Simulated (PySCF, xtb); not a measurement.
C2H8F2Si2, SMILES FC(F)C([SiH3])[SiH3]. Other conformers were not sampled.

Harmonic wavenumbers (cm⁻¹) from GFN2-xTB (xtb 6.7.1) at its own minimum, in rising order: 50, 113, 115, 157, 165, 188, 358, 447, 511, 519, 528, 541, 631, 705, 758, 768, 775, 779, 790, 804, 858, 951, 997, 1083, 1122, 1218, 1292, 1301, 2237, 2264, 2291, 2296, 2299, 2313, 2873, 2946.

What does B3LYP-D3(BJ)/def2-SVP (PySCF) give at its own minimum? (Estimate from the structure and the level; the computed values follow.)

66, 130, 150, 161, 171, 198, 377, 479, 531, 572, 593, 609, 712, 801, 849, 915, 948, 949, 953, 960, 962, 977, 1054, 1104, 1156, 1257, 1380, 1390, 2220, 2221, 2237, 2242, 2245, 2255, 3052, 3066. Paired by order, the mean absolute difference is 68 cm⁻¹ and the zero-point energies are 54.4 and 57.1 kcal/mol.
